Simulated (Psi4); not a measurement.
C4H9O2, doublet, at a GFN2-xTB geometry, with bond 13-6 at 1.5 times its length; Psi4 with HF/STO-3G.

Psi4 was given this input:
```
memory 2 GB

molecule {
0 2
  C    -1.63546049    1.11410980   -0.33384859
  C    -1.14297924    0.03608665    0.54206942
  O    -1.45997537   -1.24874948    0.07636966
  C     0.39657110    0.15404903    0.74126144
  O     0.99913222   -0.03480950   -0.51768831
  C     2.40040379    0.01392144   -0.46869254
  H    -1.93379276    0.89929035   -1.33979954
  H    -1.60590751    2.13067435    0.00272623
  H    -1.59529854    0.11300532    1.54282681
  H    -0.97905590   -1.37650959   -0.75092385
  H     0.64973425    1.14141760    1.15279795
  H     0.73254949   -0.62230147    1.44530066
  H     3.00374008   -1.15872216    0.51607388
  H     2.75337111   -0.14746357   -1.48519548
  H     2.75130606    0.98919825   -0.10974015
}

set basis sto-3g
set reference uhf
set stability_analysis check
set scf_type pk

energy('scf')
print_variables()
```

It wrote (shortened):

```
   => Loading Basis Set <=

    Name: STO-3G
    Role: ORBITAL
    Keyword: BASIS

         ---------------------------------------------------------
                                   SCF
               by Justin Turney, Rob Parrish, Andy Simmonett
                          and Daniel G. A. Smith
                              UHF Reference
         ---------------------------------------------------------

  ==> Geometry <==

    Molecular point group: c1
    Full point group: C1

    Geometry (in Angstrom), charge = 0, multiplicity = 2:

       Center              X                  Y                   Z               Mass
    ------------   -----------------  -----------------  -----------------  -----------------
         C           -1.597929424363     1.144745462515    -0.330393751963    12.000000000000
         C           -1.105448174363     0.066722312515     0.545524258037    12.000000000000
         O           -1.422444304363    -1.218113817485     0.079824498037    15.994914619570
         C            0.434102165637     0.184684692515     0.744716278037    12.000000000000
         O            1.036663285637    -0.004173837485    -0.514233471963    15.994914619570
         C            2.437934855637     0.044557102515    -0.465237701963    12.000000000000
         H           -1.896261694363     0.929926012515    -1.336344701963     1.007825032230
         H           -1.568376444363     2.161310012515     0.006181068037     1.007825032230
         H           -1.557767474363     0.143640982515     1.546281648037     1.007825032230
         H           -0.941524834363    -1.345873927485    -0.747469011963     1.007825032230
         H            0.687265315637     1.172053262515     1.156252788037     1.007825032230
         H            0.770080555637    -0.591665807485     1.448755498037     1.007825032230
         H            3.041271145637    -1.128086497485     0.519528718037     1.007825032230
         H            2.790902175637    -0.116827907485    -1.481740641963     1.007825032230
         H            2.788837125637     1.019833912515    -0.106285311963     1.007825032230

  Running in c1 symmetry.

  Rotational constants: A =      0.21589  B =      0.07247  C =      0.06520 [cm^-1]
  Rotational constants: A =   6472.07040  B =   2172.69802  C =   1954.72413 [MHz]
  Nuclear repulsion =  252.432164006768375

  Charge       = 0
  Multiplicity = 2
  Electrons    = 49
  Nalpha       = 25
  Nbeta        = 24

  ==> Algorithm <==

[...]
  Energy and wave function converged.

    Negative totally symmetric eigenvalue detected: -0.046767
    Wavefunction unstable!
    Lowest UHF->UHF stability eigenvalues:
       A -0.046767

    Stability analysis over.

  ==> Post-Iterations <==

   @Spin Contamination Metric:   1.522970772E-02
   @S^2 Expected:                7.500000000E-01
   @S^2 Observed:                7.652297077E-01
   @S   Expected:                5.000000000E-01
   @S   Observed:                5.000000000E-01

    Orbital Energies [Eh]
    ---------------------

    Alpha Occupied:

[...]
      25A     -0.312430

    Alpha Virtual:

[...]
    Beta Occupied:

[...]
    Beta Virtual:

[...]
    Final Occupation by Irrep:
              A
    DOCC [    24 ]
    SOCC [     1 ]
    NA   [    25 ]
    NB   [    24 ]

  @UHF Final Energy:  -302.35950719794641

   => Energetics <=

    Nuclear Repulsion Energy =            252.4321640067683745
    One-Electron Energy =                -915.7333160057630721
    Two-Electron Energy =                 360.9416448010482554
    Total Energy =                       -302.3595071979464137

  UHF NO Occupations:
  HONO-2 :   23  A 1.9985731
  HONO-1 :   24  A 1.9959030
  HONO-0 :   25  A 1.0000000
  LUNO+0 :   26  A 0.0040970
  LUNO+1 :   27  A 0.0014269
  LUNO+2 :   28  A 0.0013764
  LUNO+3 :   29  A 0.0005465

Computation Completed

Properties will be evaluated at   0.000000,   0.000000,   0.000000 [a0]

Properties computed using the SCF density matrix

 Multipole Moments:

 ------------------------------------------------------------------------------------
     Multipole            Electronic (a.u.)      Nuclear  (a.u.)        Total (a.u.)
 ------------------------------------------------------------------------------------

 L = 1.  Multiply by 2.5417464519 to convert [e a0] to [Debye]
 Dipole X            :         -3.3642968            3.8552950            0.4909982
 Dipole Y            :         -1.5472609            2.0980991            0.5508382
 Dipole Z            :         -0.9111826            0.9402195            0.0290370
 Magnitude           :                                                    0.7384749

 ------------------------------------------------------------------------------------

  Variable Map:
  ----------------------------------------------------------------------------
[...]
  Array Variable Map:
  ----------------------------------------------------------------------------
[...]
[...]
```
